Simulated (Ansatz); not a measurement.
MoSF₄. Total charge 0; triplet. Geometry r2SCAN-D4/def2-SVP, that of the neutral singlet; atoms count from 1.

```csv
atom,x (Å),y (Å),z (Å)
Mo1,0.0011,-0.0207,0.0057
S2,-0.1125,1.9848,-0.5530
F3,1.2601,-0.7688,-1.1120
F4,-1.2476,-0.8897,-1.0331
F5,-1.2044,-0.2129,1.3855
F6,1.3034,-0.0927,1.3068
```

In the def2 sets Mo takes a core potential; there is no spin–orbit coupling. At PBE0-D4/def2-TZVP a singlet of charge 0 lies 2.75 eV below the triplet at the same geometry.

(1) Estimate the Mulliken populations from the PBE0/def2-TZVP orbitals of Ansatz.

(2) Where does the spin sit?

(3) And the Mayer bond orders between heavy atoms (over 0.3)?

Results:

(1) 
```json
{"atom": "Mo1", "charge (e)": "1.74", "spin (α − β)": "0.91", "d electrons": "3.69"}
{"atom": "S2", "charge (e)": "-0.10", "spin (α − β)": "0.86", "d electrons": "–"}
{"atom": "F3", "charge (e)": "-0.41", "spin (α − β)": "0.06", "d electrons": "–"}
{"atom": "F4", "charge (e)": "-0.41", "spin (α − β)": "0.06", "d electrons": "–"}
{"atom": "F5", "charge (e)": "-0.41", "spin (α − β)": "0.06", "d electrons": "–"}
{"atom": "F6", "charge (e)": "-0.41", "spin (α − β)": "0.06", "d electrons": "–"}
```
Mulliken values depend strongly on the basis.

(2) Summed by element: Mo 0.91, S 0.86, F 0.23, of 2 unpaired in all. Largest on single atoms: Mo1 0.91, S2 0.86, F3 0.06.

(3) Mo1–S2 1.33 (2.09 Å); Mo1–F3 0.87 (1.84 Å); Mo1–F4 0.87 (1.84 Å); Mo1–F5 0.87 (1.84 Å); Mo1–F6 0.87 (1.84 Å).
